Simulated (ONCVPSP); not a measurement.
# Before and after: ONCV potential for potassium

K (Z = 19), optimised norm-conserving Vanderbilt (ONCV), made with ONCVPSP 4.0.1 (PBEsol, scalar-relativistic). Core [Ne], reference 3s2 3p6 4s0.5 (charge +0.5). Waves: 3s+4s: rc 2.00 bohr, ncon 5, nbas 8, qcut 7.5 1/bohr, 2 projectors; 3p: rc 2.10 bohr, ncon 3, nbas 7, qcut 6 1/bohr, 2 projectors, debl 1.1 Ha; d scattering state at 0.03 Ha: rc 2.05 bohr, ncon 4, nbas 8, qcut 4.5 1/bohr, 2 projectors, debl 3.2 Ha. Local part: polynomial inside 1.70 bohr (lpopt 3, dvloc0 0 Ha). Core correction: Teter function, fcfact 2, rcfact 1.75.

In the d channel the program set the typed energies aside and used 0.050, 3.250 Ha.

All-electron outer shells of the reference configuration (PBEsol, scalar-relativistic, ld1.x):

```csv
shell,level (eV),outermost node (bohr),outermost maximum (bohr)
3s,-38.08,0.48,1.07
3p,-21.59,0.45,1.15
4s,-4.20,1.58,3.88
```

Change: core [Ne] 3s2, valence charge 7; reference 3p6 3d0.5 4s0.5; waves now 4s: rc 3.60 bohr, ncon 4, nbas 8, qcut 2.2 1/bohr, 1 projector; 3p: rc 2.20 bohr, ncon 5, nbas 8, qcut 5.6 1/bohr, 2 projectors, debl 0.7 Ha; 3d: rc 4.00 bohr, ncon 3, nbas 6, qcut 2.6 1/bohr, 1 projector; local potential polynomial inside 2.00 bohr (lpopt 5, dvloc0 3 Ha). In the p channel the program set the typed energies aside and used -0.729, 0.250 Ha.

Cutoffs: the cutoffs (Ha) at which the residual kinetic energy of the hardest occupied pseudo-wave falls to 1 and 0.1 mHa per electron; they do not see the model core or the augmentation charge, which bear on the density cutoff. Errors are all-electron minus pseudo energies relative to the spin-unpolarised reference configuration.

What does the change do?

The potential gets softer (17 Ha and 21 Ha → 11 Ha and 14 Ha); the number of tests with a reliable result goes from 4 to 3; neither file shows a bound ghost. The shells moved into the core no longer need plane waves of their own. Several settings change at once here, so the effects cannot be laid on one of them.

| quantity | base | changed |
| --- | --- | --- |
| cutoff, loose | 17 Ha | 11 Ha |
| cutoff, tight | 21 Ha | 14 Ha |
| bound ghosts | none | none |
| GHOST(+) flags under 300 eV | none | none |
| tests with a reliable result | 4 of 4 | 3 of 4 |
| rms error of d²Exc/dni dnj with the model core, mHa | 1.26 | 1.42 |

Base: The cutoffs count occupied waves only; projector 2 of the d channel, the hardest unoccupied one, needs 70 Ha at the loose tolerance.
